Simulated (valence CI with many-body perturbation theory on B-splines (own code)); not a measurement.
**Level structure of Ho²⁷⁺**

Calculated by relativistic CI+MBPT: four valence electrons over a frozen Dirac-Fock core [Kr], a basis of 7 s, 7 p, 8 d, 6 f, 4 g, 1 h functions for each j, with the one-electron correlation potential Σ1 (screened to all orders), the two-electron term Σ2, the three-electron term Σ3, Breit, model QED; selected single and double excitations, second order for the rest, scaled by the run's own slope (own B-spline code, finite nucleus).

The last digits are not significant, and no measured levels were compared; by estimate large intervals hold to a few tenths of a per cent, small ones and those within an open d or f shell to about a per cent. Only levels of the ground parity were solved; by the run's estimate the other parity begins above the list, which can be wrong where configurations are misplaced.

Levels 1 to 31 of 31, with energies above the lowest level, (4d3/2^4) J=0. "Leading %" is the weight of the configuration and term that name the level; weights of strongly mixed levels are sums over their largest components and can fall short, so below about 35 % the name and the second component can differ from the true leading terms, or belong to a minority configuration. In the jj column 3d3/2^4 stands for four electrons in 3d with j = 3/2.

```tsv
No.	Configuration	Term	J	E (cm⁻¹)	Leading %	Second component	Leading jj
1	4d⁴	³P	0	0	54	36 % 4d⁴ ⁵D	4d3/2^4 (95 %)
2	4d⁴	⁵D	1	58138	68	32 % 4d⁴ ³P	4d3/2^3 4d5/2 (95 %)
3	4d⁴	⁵D	2	86752	63	10 % 4d⁴ ³D	4d3/2^3 4d5/2 (72 %)
4	4d⁴	³F	4	91710	30	21 % 4d⁴ ³H	4d3/2^3 4d5/2 (94 %)
5	4d⁴	⁵D	3	98123	41	24 % 4d⁴ ³F	4d3/2^3 4d5/2 (77 %)
6	4d⁴	⁵D	0	142290	59	21 % 4d⁴ ³P	4d3/2^2 4d5/2^2 (93 %)
7	4d⁴	⁵D	4	148970	42	40 % 4d⁴ ³H	4d3/2^2 4d5/2^2 (91 %)
8	4d⁴	³F	2	152000	32	27 % 4d⁴ ⁵D	4d3/2^2 4d5/2^2 (77 %)
9	4d⁴	³G	3	154430	46	38 % 4d⁴ ⁵D	4d3/2^2 4d5/2^2 (77 %)
10	4d⁴	³H	5	166630	69	30 % 4d⁴ ³G	4d3/2^2 4d5/2^2 (99 %)
11	4d⁴	³P	1	172830	51	31 % 4d⁴ ³D	4d3/2^2 4d5/2^2 (89 %)
12	4d⁴	³H	6	175630	55	45 % 4d⁴ ¹I	4d3/2^2 4d5/2^2 (98 %)
13	4d⁴	³G	4	186120	60	34 % 4d⁴ ¹G	4d3/2^2 4d5/2^2 (95 %)
14	4d⁴	³F	3	187490	42	32 % 4d⁴ ³D	4d3/2^2 4d5/2^2 (90 %)
15	4d⁴	³D	2	188960	37	30 % 4d⁴ ³P	4d3/2^2 4d5/2^2 (93 %)
16	4d⁴	³F	2	220190	41	30 % 4d⁴ ³P	4d3/2^2 4d5/2^2 (85 %)
17	4d⁴	³F	4	221230	49	27 % 4d⁴ ⁵D	4d3/2^2 4d5/2^2 (48 %)
18	4d⁴	³F	3	239260	47	18 % 4d⁴ ⁵D	4d3/2 4d5/2^3 (91 %)
19	4d⁴	³F	4	246400	38	37 % 4d⁴ ¹G	4d3/2^2 4d5/2^2 (53 %)
20	4d⁴	³D	1	251880	64	23 % 4d⁴ ³P	4d3/2 4d5/2^3 (92 %)
21	4d⁴	³G	5	252560	69	30 % 4d⁴ ³H	4d3/2 4d5/2^3 (99 %)
22	4d⁴	³P	2	254860	53	23 % 4d⁴ ¹D	4d3/2^2 4d5/2^2 (76 %)
23	4d⁴	¹I	6	256790	55	45 % 4d⁴ ³H	4d3/2 4d5/2^3 (98 %)
24	4d⁴	³P	0	270390	52	46 % 4d⁴ ¹S	4d3/2 4d5/2^3 (72 %)
25	4d⁴	³F	2	276040	57	36 % 4d⁴ ³P	4d3/2 4d5/2^3 (76 %)
26	4d⁴	¹F	3	279690	40	33 % 4d⁴ ³D	4d3/2 4d5/2^3 (94 %)
27	4d⁴	³F	3	313710	68	29 % 4d⁴ ¹F	4d3/2 4d5/2^3 (99 %)
28	4d⁴	³P	1	314320	93	5 % 4d⁴ ³D	4d3/2 4d5/2^3 (96 %)
29	4d⁴	¹S	0	314410	57	39 % 4d⁴ ³P	4d3/2^2 4d5/2^2 (59 %)
30	4d⁴	¹G	4	319470	76	17 % 4d⁴ ³F	4d3/2 4d5/2^3 (87 %)
31	4d⁴	¹D	2	325520	62	25 % 4d⁴ ³P	4d3/2 4d5/2^3 (60 %)
```

The ionisation energy to 4d³ ⁴F3/2 of the next ion comes out as 985.9 eV (NIST: 985 ± 4 eV (theoretical)). All 31 levels together are meant to be complete up to 338560 cm⁻¹.
